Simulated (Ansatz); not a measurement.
`BCl` + `BNC` → `BN(B)C` + HCl at 600 K and 1 bar (ligand exchange at a B–Cl bond).

Gas-phase electronic energies from Ansatz, PBE0-D4/def2-TZVP geometries. CBS: MP2 limit from def2 TZ/QZ plus the TZ coupled-cluster correction, frozen cores. This one scheme is used for every species.

```json
{"species": "`BCl`", "CCSD(T)/CBS energy (Eh)": "-485.78909", "H − E (kJ/mol)": "80.5", "S (J/(mol·K))": "267.8"}
{"species": "`BNC`", "CCSD(T)/CBS energy (Eh)": "-121.18426", "H − E (kJ/mol)": "242.2", "S (J/(mol·K))": "328.7"}
{"species": "`BN(B)C`", "CCSD(T)/CBS energy (Eh)": "-146.59307", "H − E (kJ/mol)": "283.7", "S (J/(mol·K))": "386.4"}
{"species": "HCl", "CCSD(T)/CBS energy (Eh)": "-460.38127", "H − E (kJ/mol)": "35.4", "S (J/(mol·K))": "207.2"}
```

H − E and S are ideal-gas, rigid-rotor, harmonic terms from PBE0-D4/def2-TZVP. 1 Eh = 2625.50 kJ/mol, R = 8.31446 J/(mol·K).

Q: By hand: ΔE, ΔH, ΔS and ΔG.

A: ΔE = (-146.59307) + (-460.38127) − (-485.78909) − (-121.18426) = -0.00099 Eh = -2.6 kJ/mol. Δ(H − E) = 283.7 + 35.4 − 80.5 − 242.2 = -3.6, so ΔH = -6.2 kJ/mol. ΔS = 386.4 + 207.2 − 267.8 − 328.7 = -2.9 J/(mol·K). ΔG = -6.2 − 600 × (-2.9)/1000 = -4.5 kJ/mol.

Q: By hand: the equilibrium constant, and the temperature at which ΔG would vanish if ΔH and ΔS stayed fixed.

A: log₁₀ K = −ΔG/(RT ln 10) = 0.4. ΔG = 0 at ΔH/ΔS = 2138 K, though so small a ΔH makes that figure unsure.

The number of gas molecules stays the same, so ΔS is small and ΔH decides. The sign of ΔG lies within the doubt. A doubt of 5 kJ/mol in ΔE shifts log₁₀ K by 0.4 here. Modes under 60 cm⁻¹, often nearly free rotors, make the harmonic entropy too high. These are equilibria of isolated gas molecules and say nothing of rates. Largest T1 diagnostic: 0.012 (customary marks: 0.02 for closed shells, 0.045 for open ones).
